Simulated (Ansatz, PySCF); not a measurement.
Spin gap between two states, R1 and P1; the higher of the two is an excited state, each structure at its B3LYP-D3(BJ)/def2-TZVP stationary point, reached from a drawn start (curvature not checked).
R1, AlN (SMILES [N][Al]) (charge 0, multiplicity 3):
```xyz
2

Al     0.0000     0.0000    -0.8963
N      0.0000     0.0000     0.8963
```
P1, AlN (SMILES [N][Al]) (charge 0, multiplicity 1):
```csv
atom,x (Å),y (Å),z (Å)
Al,0.0000,0.0000,-0.8368
N,0.0000,0.0000,0.8368
```

```
level                                  spin gap (kJ/mol)  cost
-------------------------------------  -----------------  ----
HF/cc-pV(T+d)Z                                     318.7     -
SVWN5/def2-TZVPP                                    57.6  ×0.5
PBE/def2-TZVPP                                      79.3    ×1
BLYP-D3(BJ)/def2-TZVPP                              78.0    ×1
revPBE/def2-TZVPP                                   84.9  ×0.9
revPBE-D4/def2-TZVPP                                84.8  ×0.9
r2SCAN/def2-TZVPP                                  111.1    ×2
r2SCAN-D3(BJ)/def2-TZVPP                           111.1    ×2
B97M-V/def2-TZVPP                                  112.2    ×4
B3LYP/def2-TZVPP                                   110.3    ×1
PBE0-D3(BJ)/def2-TZVPP                             123.6  ×0.9
BHLYP-D3(BJ)/def2-TZVPP                            168.2    ×1
BHLYP-D4/def2-TZVPP                                168.1    ×1
CAM-B3LYP-D3(BJ)/def2-TZVPP                        130.5    ×1
B2PLYP/def2-TZVPP                                   69.4    ×3
B2PLYP-D4/def2-TZVPP                                69.4    ×3
MP2/cc-pV(T+d)Z                                     98.1     -
SCS-MP2/cc-pV(Q+d)Z                                 88.8     -
CCSD/cc-pV(T+d)Z                                    86.7     -
CCSD(T)/CBS(cc-pV(T+d)Z, cc-pV(Q+d)Z)               28.7    ×8
```

P less R. No zero-point or thermal terms; singlets are restricted closed shells; open shells are unrestricted.

Frozen-core correlation throughout. CBS: X⁻³ extrapolation of the correlation energy, Hartree–Fock from the larger set.

Doubts at one or more of the structures used: a spin-contaminated determinant (SCS-MP2/cc-pV(Q+d)Z, CCSD(T)/CBS(cc-pV(T+d)Z, cc-pV(Q+d)Z)); T1 above 0.05 (CCSD/cc-pV(T+d)Z, CCSD(T)/CBS(cc-pV(T+d)Z, cc-pV(Q+d)Z)).

Codes used: Ansatz (Gaussian orbitals); PySCF for the D3/D4 terms. All values are computed, each at the level named.

Costs are rough ratios of core time to PBE/def2-TZVPP (about 5 s over the structures, on one shared machine); a dash marks a level with no comparable run of its own.

Ansatz is an electronic-structure program.
